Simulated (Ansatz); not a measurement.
Calculated with Ansatz (gas phase, PBE0-D4/def2-TZVP geometries, no zero-point term in ΔE). CCSD(T)/CBS adds triple-zeta CCSD(T) − MP2 to the extrapolated MP2 energy (def2 sets, frozen cores). Functionals use def2-TZVPP. One conformer a species, not always the lowest.

Reaction (cleavage of the Si–Si bond): `O[SiH2][Si](F)(Cl)Cl` + `N[SiH](O)Cl` → `O[SiH2]N[SiH](O)Cl` + `F[SiH](Cl)Cl`

`O[SiH2][Si](F)(Cl)Cl`:

Z-matrix (Å, degrees):
```
Si
Si 1 2.336
O 1 1.645 2 106.4
H 1 1.489 2 108.8 3 -121.5
H 1 1.488 2 108.0 3 121.2
Cl 2 2.042 1 108.6 3 -178.3
F 2 1.588 1 112.3 3 63.4
Cl 2 2.036 1 112.4 3 -57.6
H 3 0.958 1 118.9 2 179.6
```

`N[SiH](O)Cl`:

```xyz
8

N    -1.067   -0.564    0.026
Si    0.252    0.509   -0.004
O     1.567   -0.154    0.696
Cl    0.537    0.918   -2.000
H    -1.745   -0.565   -0.716
H    -1.447   -0.904    0.894
H     0.095    1.798    0.695
H     1.809   -1.038    0.409
```

`O[SiH2]N[SiH](O)Cl`:

Z-matrix (Å, degrees):
```
Si
N 1 1.733
O 1 1.638 2 106.9
H 1 1.482 2 113.1 3 116.3
H 1 1.489 2 108.7 3 -122.6
Si 2 1.705 1 124.2 3 -4.5
H 2 1.010 1 118.8 3 171.7
H 3 0.962 1 117.4 2 -43.3
O 6 1.644 2 111.6 1 49.7
Cl 6 2.056 2 106.6 1 170.2
H 6 1.470 2 114.9 1 -68.9
H 9 0.960 6 117.0 2 73.9
```

`F[SiH](Cl)Cl`:

Z-matrix (Å, degrees):
```
Si
F 1 1.581
Cl 1 2.024 2 108.4
Cl 1 2.024 2 108.4 3 119.6
H 1 1.467 2 109.1 3 -120.2
```

| level | ΔE (eV) |
| --- | --- |
| B2PLYP | -0.87 |
| HF/def2-TZVPP | -0.97 |

**Question.** What does CCSD(T)/CBS give? (Estimate.)

**Answer.** Ansatz gave: -0.88 eV. The listed levels differ from it by 0.01, -0.09 eV.

Largest T1 diagnostic among the species: 0.011.

From PBE to PBE0 (25 % exact exchange), in def2-TZVPP and without D4, ΔE moves by −0.09 eV.
